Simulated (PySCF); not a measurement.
Lewis adducts of Al(H)3. Gas-phase values, no solvent. One relaxed conformer stands for each flexible species; it need not be the lowest. Strings in code marks are SMILES.

Quantity: vertical ionisation energy (energy after one electron is removed minus that of the parent at the parent's geometry), in eV.

Case: `[AlH3]`. Geometry of `[AlH3]` (neutral, multiplicity 1, Å):

```xyz
4

Al     0.0000     0.0000     0.0000
H      1.4475    -0.6424     0.0860
H     -1.2792    -0.9346    -0.0749
H     -0.1683     1.5770    -0.0111
```

**Question.** Estimate the vertical ionisation energy (energy after one electron is removed minus that of the parent at the parent's geometry) that B3LYP-D3(BJ)/def2-TZVP // B3LYP-D3(BJ)/def2-SVP (PySCF) returns for this input.

**Answer.** 11.20 eV.
